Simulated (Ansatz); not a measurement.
Process, species as SMILES: [F][Ge]([F])[F] → 3 F atom + Ge atom
B3LYP-D3(BJ)/def2-TZVP geometries, fixed; electronic energies without zero-point terms.

Basis-set convergence of the atomisation energy at PBE with Ansatz (an electronic-structure program). All functions are spherical. Open shells are unrestricted. No added dispersion term, no relativity. Functions are those of the species that has most. Reference: the value in pcseg-4, 343.40 kcal/mol, itself unsure by roughly 0.53 kcal/mol (its mean distance from aug-pcseg-3, aug-cc-pVQZ, cc-pV5Z). Deviations are taken from unrounded values.

```csv
basis,functions,atomisation energy (kcal/mol)
cc-pVDZ,69,332.93
aug-cc-pVDZ,105,333.08
pcseg-1,69,329.73
aug-pcseg-1,105,332.22
def2-SVP,74,343.10
def2-SVPD,107,338.46
cc-pVTZ,133,343.78
aug-cc-pVTZ,197,341.91
pcseg-2,133,341.79
aug-pcseg-2,197,342.70
def2-TZVPP,141,342.91
def2-TZVPPD,174,342.87
cc-pVQZ,233,345.77
aug-cc-pVQZ,333,344.41
pcseg-3,248,343.21
aug-pcseg-3,348,343.30
def2-QZVPP,260,343.66
def2-QZVPPD,293,343.61
```

What the diffuse functions change, pair by pair:
- cc-pVDZ to aug-cc-pVDZ: 36 more functions, deviation -10.47 to -10.33 kcal/mol
- pcseg-1 to aug-pcseg-1: 36 more functions, deviation -13.67 to -11.18 kcal/mol
- def2-SVP to def2-SVPD: 33 more functions, deviation -0.30 to -4.95 kcal/mol
- cc-pVTZ to aug-cc-pVTZ: 64 more functions, deviation 0.38 to -1.50 kcal/mol
- pcseg-2 to aug-pcseg-2: 64 more functions, deviation -1.61 to -0.71 kcal/mol
- def2-TZVPP to def2-TZVPPD: 33 more functions, deviation -0.49 to -0.53 kcal/mol
- cc-pVQZ to aug-cc-pVQZ: 100 more functions, deviation 2.37 to 1.01 kcal/mol
- pcseg-3 to aug-pcseg-3: 100 more functions, deviation -0.19 to -0.10 kcal/mol
- def2-QZVPP to def2-QZVPPD: 33 more functions, deviation 0.26 to 0.21 kcal/mol

They bring the value nearer the reference by more than 0.53 kcal/mol in 3 of 9 pairs.
